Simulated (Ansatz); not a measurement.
System: H3SiO2, charge 0, doublet. H3SiO2 (SMILES O[SiH]O, doublet).
B3LYP-D3(BJ)/def2-TZVP minimum from Ansatz (a quantum-chemistry and plane-wave program):
```xyz
6

Si    -0.4237     0.0011    -0.3041
O     -0.3301    -0.0525     1.3510
O      1.1173     0.0115    -0.8845
H     -0.9993     1.2934    -0.7854
H     -1.1041    -0.3511     1.8359
H      1.7380    -0.6296    -0.5260
```
Charge 0, spin multiplicity 2.

Quantity: atomisation energy (electronic, to ground-state atoms), in kcal/mol. Radicals and triplets start from unrestricted determinants; spin-orbit coupling is neglected. CBS(X,Y): correlation extrapolated as X^-3, Hartree-Fock from the larger set. A bracket is a step between two methods taken in the basis named. Functionals run without relativity, which enters their misses. 'core' is core correlation in cc-pwCVTZ (1s frozen past Ne), 'X2C' scalar relativity in cc-pVTZ-DK, both at CCSD(T). For partners of very few electrons the exact lower level stands in for a higher one.

CCSD(T)/CBS(cc-pV(T+d)Z,cc-pV(Q+d)Z) + [CCSDT(Q) - CCSD(T)]/cc-pV(D+d)Z + core + X2C (Ansatz) gives 509.3 kcal/mol.

Q: What does PBE/def2-TZVPD (Ansatz) give here, and how do the other levels compare?

A: PBE gives 510.4 kcal/mol, 1.1 kcal/mol above it. Differences of the others: r2SCAN/def2-TZVPD (Ansatz) -1.5; PBE0/def2-TZVPD (Ansatz) -12.8; wB97M-V/def2-TZVPD (Ansatz) -4.1; CCSD(T)/CBS(cc-pV(T+d)Z,cc-pV(Q+d)Z) + core + X2C (Ansatz) -0.7 kcal/mol. Nearer than PBE: CCSD(T)/CBS(cc-pV(T+d)Z,cc-pV(Q+d)Z) + core + X2C.
